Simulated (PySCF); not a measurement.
Shapes and spin states of BrMoN

Level of theory: PBE0/[Mo def2-TZVP with ECP28, N def2-TZVP, Br def2-TZVP], scalar-relativistic core potentials, density fitting, no spin–orbit coupling, PySCF.

Relaxations began from a few typed shapes and spin states; open shells are unrestricted. The search is not exhaustive: other isomers or separated fragments can lie lower, and high-lying points may rest on an excited occupation.

```csv
spin,group,bonds,angles,imaginary modes (cm⁻¹),ΔE (kJ/mol),ΔE with ZPE (kJ/mol)
triplet,Cs,"Mo–Br 2.458 Å, Mo–N 1.612 Å",Br–Mo–N 116.9°,none,0.0,0.0
triplet,C∞v,"Mo–Br 2.567 Å, Mo–N 1.615 Å",Br–Mo–N 180.0°,"115i, 115i",32.7,–
broken-symmetry Ms = 0 (⟨S²⟩ 1.00),Cs,"Mo–Br 2.456 Å, Mo–N 1.605 Å",Br–Mo–N 116.9°,none,33.8,34.1
"singlet (closed shell, unstable to spin polarisation)",Cs,"Mo–Br 2.432 Å, Mo–N 1.604 Å",Br–Mo–N 115.6°,none,96.6,96.9
"singlet (closed shell, unstable to spin polarisation)",C∞v,"Mo–Br 2.570 Å, Mo–N 1.605 Å",Br–Mo–N 180.0°,"133i, 133i",138.6,–
```

The lowest minimum found is the triplet Cs: Mo–Br 2.458 Å, Mo–N 1.612 Å; Br–Mo–N 116.9°.

Formally Mo is in oxidation state +4, d2, with 2 unpaired electrons (the high-spin count). The Mulliken spin on Mo is 2.38. The polar-tensor charge on Mo, 1.22, is far below the formal one.

For the lowest minimum: open d and f shells are described by one determinant, and the ground state may have another occupation or spin.
